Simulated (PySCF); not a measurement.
A GIAO shielding run with PySCF (density fitting, non-relativistic, gas phase) on `[SiH3]N[Si](F)([SiH3])N[SiH3]`, FH₁₁N₂Si₄:

```
$ OMP_NUM_THREADS=1 python probes_run.py task.json out

{"job": {"kind": "nmr", "xc": "PBE0", "basis": "pcSseg-1"}, "charge": 0, "multiplicity": 1}
F      0.552699     1.829055    -0.233808
Si     0.095980     0.276120    -0.068877
Si    -0.297367    -0.123132     2.149027
N     -1.287953     0.015141    -1.072113
Si    -2.910258     0.530492    -0.765247
N      1.378605    -0.597993    -0.829553
Si     3.073779    -0.424881    -0.522089
H     -1.128999     0.912594     2.774210
H     -0.980249    -1.401847     2.387919
H      0.943126    -0.178650     2.936219
H     -1.077387    -0.150840    -2.044236
H     -3.078890     1.983502    -0.871271
H     -3.725369    -0.148914    -1.773566
H     -3.212526     0.089616     0.596663
H      1.102194    -1.428087    -1.324693
H      3.361177    -0.754528     0.879681
H      3.718914    -1.375001    -1.429754
H      3.463764     0.953669    -0.800168
```

Hardware: 1 thread of an AMD EPYC 9R45 96-Core, shared host. The job also computes population analyses, field gradients.

Task: How large is the calculation?

Result: 90 electrons, 202 basis functions and 1139 auxiliary functions.

Task: How long does it take, and how much memory does it need?

Result: 22 s of wall time, with 13 SCF cycles and 4 response iterations; peak memory 0.85 GiB. Times on a shared host scatter by some tens of per cent.
